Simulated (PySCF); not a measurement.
**Energy of Zn (zinc, neutral) between two integer charges**

The 4s beta orbital of [Ar] 3d10 4s2 is emptied in steps (occupation f), with all orbitals relaxed, ending at [Ar] 3d10 4s1. Calculation: PySCF 2.14, in jorge-DZP-DKH (8s6p2d1f, 43 functions); the spin-free X2C one-electron Hamiltonian (Gaussian nucleus). The exact energy is a straight line in f; departures are measured from the line between the end points of the same method.

```csv
f,UHF (eV),LDA (eV),PBE (eV),PBE0 (eV),r2SCAN (eV),LC-wPBE (eV),BHandHLYP (eV),wB97X (eV),HSE06 (eV),BLYP (eV)
1,0.000,0.000,0.000,0.000,0.000,0.000,0.000,0.000,0.000,0.000
0.8,0.046,-0.594,-0.584,-0.417,-0.512,-0.014,-0.289,-0.091,-0.475,-0.607
0.6,0.066,-0.897,-0.883,-0.629,-0.765,-0.023,-0.439,-0.133,-0.714,-0.920
0.4,0.063,-0.902,-0.888,-0.630,-0.766,-0.025,-0.446,-0.118,-0.714,-0.929
0.2,0.040,-0.604,-0.593,-0.419,-0.512,-0.019,-0.303,-0.041,-0.473,-0.625
0,0.000,0.000,0.000,0.000,0.000,0.000,0.000,0.000,0.000,0.000
```

**Question.** For PBE, how does the orbital energy at f = 1 compare with the removal energy?

**Answer.** −ε = 5.608 eV against a total-energy difference of 9.231 eV. By Janak's theorem ε = ∂E/∂f, so the gap between them reflects the curvature. Along the path −ε is 7.017 (f = 0.8), 8.465 (f = 0.6), 9.952 (f = 0.4), 11.471 (f = 0.2) eV.

| method | E(f=0) − E(f=1) (eV) | −ε at f=1 (eV) | −ε at f=0.4 (eV) |
| --- | --- | --- | --- |
| UHF | 7.688 | 7.992 | 7.620 |
| LDA | 9.552 | 5.862 | 10.283 |
| PBE | 9.231 | 5.608 | 9.952 |
| PBE0 | 9.001 | 6.408 | 9.522 |
| r2SCAN | 9.016 | 5.811 | 9.642 |
| LC-wPBE | 8.823 | 8.734 | 8.827 |
| BHandHLYP | 8.966 | 7.180 | 9.300 |
| wB97X | 9.262 | 8.690 | 9.488 |
| HSE06 | 9.045 | 6.082 | 9.642 |
| BLYP | 9.361 | 5.599 | 10.090 |

As f goes to zero the orbital energy of a semilocal functional can turn back, because the density of that orbital vanishes from the exchange-correlation potential.

Reference removal energy between the ground levels: 9.394 eV (measured; NIST Atomic Spectra Database, ionization energies). UHF lacks correlation.
